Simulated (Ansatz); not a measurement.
C$_{5}$H$_{14}$FNSn, SMILES `[CH3][SnH]([F])[NH]C(C)(C)C`, relaxed with RKS PBE0-D4/def2-TZVP in Ansatz from a GFN2-xTB geometry. The force threshold is 0.005 eV/Å; the program also tests the step.

Total charge 0; spin multiplicity 1. Sn takes the def2 core potential.

Start:

```xyz
22

C    -2.912   -0.945   -1.276
Sn   -1.231   -1.705   -0.140
F    -2.059   -2.528    1.441
N    -0.302   -0.178    0.840
C     0.850    0.564    0.358
C     0.563    1.063   -1.053
C     2.127   -0.281    0.363
C     1.029    1.763    1.297
H    -3.535   -0.402   -0.572
H    -2.570   -0.279   -2.059
H    -3.473   -1.765   -1.706
H    -0.358   -3.080   -0.766
H    -0.132   -0.463    1.800
H     1.356    1.722   -1.395
H     0.494    0.223   -1.744
H    -0.379    1.605   -1.065
H     2.327   -0.656    1.364
H     2.012   -1.132   -0.308
H     2.980    0.308    0.034
H     0.115    2.349    1.323
H     1.846    2.393    0.955
H     1.250    1.424    2.307
```

(1) By how much does the energy fall, and how many steps does the optimiser take? (Estimate.)

(2) Which bonds change most? (Best estimate.)

(3) Give the relaxed structure. (Estimate.)

Results:

(1) The calculation gave: 0.10 eV, in 21 steps.

(2) Ansatz gave: C1–Sn2 from 2.167 to 2.120 Å; Sn2–F3 from 1.965 to 1.933 Å; Sn2–H12 from 1.745 to 1.715 Å; Sn2–N4 from 2.038 to 2.019 Å.

(3) The calculation gave: 
```xyz
22

C    -2.988   -0.942   -1.169
Sn   -1.227   -1.622   -0.204
F    -1.833   -2.764    1.233
N    -0.350   -0.144    0.857
C     0.844    0.554    0.382
C     0.604    0.974   -1.063
C     2.100   -0.316    0.465
C     1.029    1.798    1.246
H    -3.582   -0.381   -0.448
H    -2.725   -0.290   -2.003
H    -3.564   -1.789   -1.540
H    -0.181   -2.596   -1.151
H    -0.249   -0.423    1.826
H     1.442    1.560   -1.445
H     0.505    0.101   -1.721
H    -0.305    1.575   -1.141
H     2.276   -0.634    1.496
H     1.994   -1.214   -0.150
H     2.987    0.225    0.123
H     0.145    2.435    1.187
H     1.902    2.374    0.928
H     1.177    1.519    2.293
```
